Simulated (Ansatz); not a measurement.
Zn3H12S3, a cluster cut from zinc blende ZnS (hydrogen-capped). The state is a singlet with charge 0. Geometry PBE0-D4/def2-SVP, basis def2-TZVP, Ansatz.

```xyz
18

S    -1.810   -0.406    1.168
S     1.489    1.427    0.745
S     0.325   -1.026   -1.908
Zn   -2.199   -2.115   -1.098
Zn    2.680    0.594   -1.726
Zn   -0.479    1.517    2.824
H    -3.073   -1.100   -1.911
H    -1.607   -3.400   -0.427
H     2.116    1.781   -2.579
H     3.586   -0.517   -1.095
H    -1.241    2.764    2.260
H     0.222    0.466    3.751
H    -3.033    0.163    1.189
H    -2.110   -1.307    2.127
H     1.644    2.757    0.580
H     2.580    1.303    1.531
H    -0.016   -0.718   -3.177
H     0.928   -2.183   -2.253
```

```csv
run,HOMO (eV),LUMO (eV)
A,-7.31,-1.15
B,-7.49,-0.89
C,-7.68,-0.77
D,-6.62,-1.61
```

B3LYP takes the VWN-RPA correlation.

Question: The runs used B3LYP, PBE0, r2SCAN, r2SCAN0. Estimate which is which.

Answer: A B3LYP (20 % exact exchange); B PBE0 (25 % exact exchange); C r2SCAN0 (25 % exact exchange); D r2SCAN (0 % exact exchange). Exact exchange lowers occupied and raises empty levels; among semilocal functionals meta-GGAs tend to open the gap a little, and such runs are hard to tell apart. The gap grows from 5.01 eV (r2SCAN) to 6.91 eV (r2SCAN0).
